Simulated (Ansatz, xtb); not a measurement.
## Relative energy of two isomers of H6O2Si2+

We compare a, the doublet with the links of `[OH2+][SiH]O[SiH3]`, with b, the doublet with the links of `[OH2+][SiH2]O[SiH2]`. Both are isolated ions in the gas phase, relaxed with B3LYP-D3(BJ)/def2-SVP; the shapes shown needn't be the lowest conformers.

a (Å):

```xyz
10

O    -3.1057   -0.4291    1.7161
O    -1.6831   -1.9864    0.1483
Si   -3.2018   -2.0165    0.6644
Si   -0.1793   -2.5379   -0.4925
H    -2.2439   -0.0040    1.8923
H    -3.7980   -0.0747    2.3056
H    -4.2332   -1.5750   -0.3302
H     0.8357   -1.6174    0.0682
H    -0.2969   -2.4378   -1.9645
H    -0.0056   -3.9314   -0.0219
```

b (Å):

```xyz
10

O     0.1996   -0.6034    1.7593
O    -0.0476    0.5498   -0.7450
Si   -0.9822   -0.0237    0.4148
Si    0.8776    1.1841   -2.0417
H     0.6281   -0.0013    2.3973
H    -1.6144   -1.3248    0.1499
H     0.5581    0.3491   -3.2330
H     0.4807    2.6129   -2.1807
H     0.6791   -1.4533    1.7263
H    -1.7006    0.9771    1.2178
```

Quicker runs give these differences E(b) − E(a): GFN2-xTB −3.68 kcal/mol; HF/STO-3G +10.86 kcal/mol (at GFN2-xTB geometries); r2SCAN-D4/def2-SVP +1.04 kcal/mol (at GFN2-xTB geometries).

Question: Estimate E(b) − E(a) at the level CCSD(T)/def2-SVP + ΔMP2/def2-TZVPP.

Answer: Too close to call at this level: CCSD(T)/def2-SVP + ΔMP2/def2-TZVPP gives E(b) − E(a) = −1.09 kcal/mol.

How the difference moves with the method:

```json
{"level": "GFN2-xTB", "geometry": "GFN2-xTB", "E(b) − E(a) (kcal/mol)": "−3.68", "departure from the last row (kcal/mol)": "−2.59", "job, with rough time for the two": "optimisation, 0.42 s"}
{"level": "HF/STO-3G", "geometry": "GFN2-xTB", "E(b) − E(a) (kcal/mol)": "+10.86", "departure from the last row (kcal/mol)": "+11.95", "job, with rough time for the two": "single point, 0.28 s"}
{"level": "r2SCAN-D4/def2-SVP", "geometry": "GFN2-xTB", "E(b) − E(a) (kcal/mol)": "+1.04", "departure from the last row (kcal/mol)": "+2.13", "job, with rough time for the two": "single point, 2.8 s"}
{"level": "B3LYP-D3(BJ)/def2-SVP", "geometry": "B3LYP-D3(BJ)/def2-SVP", "E(b) − E(a) (kcal/mol)": "+0.08", "departure from the last row (kcal/mol)": "+1.17", "job, with rough time for the two": "optimisation, 2.5 min"}
{"level": "HF/def2-SVP", "geometry": "B3LYP-D3(BJ)/def2-SVP", "E(b) − E(a) (kcal/mol)": "−1.73", "departure from the last row (kcal/mol)": "−0.63", "job, with rough time for the two": "part of the CCSD(T) run"}
{"level": "MP2/def2-SVP", "geometry": "B3LYP-D3(BJ)/def2-SVP", "E(b) − E(a) (kcal/mol)": "−1.31", "departure from the last row (kcal/mol)": "−0.21", "job, with rough time for the two": "part of the CCSD(T) run"}
{"level": "CCSD(T)/def2-SVP", "geometry": "B3LYP-D3(BJ)/def2-SVP", "E(b) − E(a) (kcal/mol)": "−1.02", "departure from the last row (kcal/mol)": "+0.08", "job, with rough time for the two": "single point"}
{"level": "CCSD(T)/def2-SVP + ΔMP2/def2-TZVPP", "geometry": "B3LYP-D3(BJ)/def2-SVP", "E(b) − E(a) (kcal/mol)": "−1.09", "departure from the last row (kcal/mol)": "", "job, with rough time for the two": "single point, 32 s"}
```

As drawn, both hold the same kinds of bond in the same numbers.

HF/STO-3G, r2SCAN-D4/def2-SVP put the two in the other order. B3LYP-D3(BJ)/def2-SVP finds them nearly level. The largest departure from CCSD(T)/def2-SVP + ΔMP2/def2-TZVPP is that of HF/STO-3G, 11.95 kcal/mol. The last row adds to CCSD(T) the change of the MP2 difference between the two basis sets, here −0.08 kcal/mol.

With harmonic frequencies from B3LYP-D3(BJ)/def2-SVP (ideal gas, rigid rotor, one conformer each, 200 K, 1 atm): on the last row, ΔE + ΔZPE = −0.69 kcal/mol. A mode under 50 cm⁻¹ makes harmonic enthalpies and free energies unreliable, so none is given.

Open shells are spin-unrestricted. The correlated steps freeze 12 core orbitals. Run with Ansatz 0.2.0, xtb 6.7.1; the last row on 2 threads of Intel(R) Xeon(R) 6975P-C (Granite Rapids) on a shared host.
